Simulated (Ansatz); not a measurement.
C2H8GeO2Si, SMILES `O[SiH2]/C=[CH]\[GeH2][OH]`. The species carries charge 0 and has multiplicity 1. The structure was optimised at the PBE0-D4/def2-TZVP level. It is one conformer, not always the lowest.

```xyz
14

O    -1.719   -0.719    0.240
Si   -1.437   -0.608   -1.387
C     0.156    0.316   -1.555
C     0.948    0.643   -0.533
Ge    0.729    0.277    1.364
O     2.301    0.925    1.942
H    -2.084   -1.534    0.583
H    -1.355   -1.972   -1.982
H    -2.539    0.122   -2.070
H     0.463    0.619   -2.558
H     1.869    1.193   -0.729
H    -0.395    1.066    2.058
H     0.670   -1.219    1.731
H     2.395    0.891    2.895
```

Question: What is the dipole moment at ωB97M-V/def2-TZVPP? (Estimate.)

Answer: The calculation gave: 2.13 D, with components (-1.49, -1.51, 0.16) D in this frame, pointing from negative to positive charge.

Question: And with PBE, r2SCAN, B3LYP? (Best estimate.)

Answer: The calculation gave: PBE 1.96 D, r2SCAN 2.04 D, B3LYP 2.11 D.

Question: Give the Mulliken charges with ωB97M-V, PBE, B3LYP in def2-TZVPP. (Best estimate.)

Answer: Computed: 
```csv
atom,ωB97M-V,PBE,B3LYP
O1,-0.41,-0.37,-0.42
Si2,0.45,0.42,0.51
C3,-0.20,-0.13,-0.17
C4,-0.24,-0.19,-0.22
Ge5,0.36,0.36,0.42
O6,-0.43,-0.40,-0.44
H7,0.19,0.19,0.19
H8,-0.05,-0.08,-0.09
H9,-0.04,-0.08,-0.09
H10,0.11,0.09,0.10
H11,0.13,0.11,0.12
H12,0.00,-0.03,-0.03
H13,-0.02,-0.05,-0.05
H14,0.15,0.17,0.16
```

B3LYP here is the variant with VWN-RPA as its local correlation; programs differ in this.
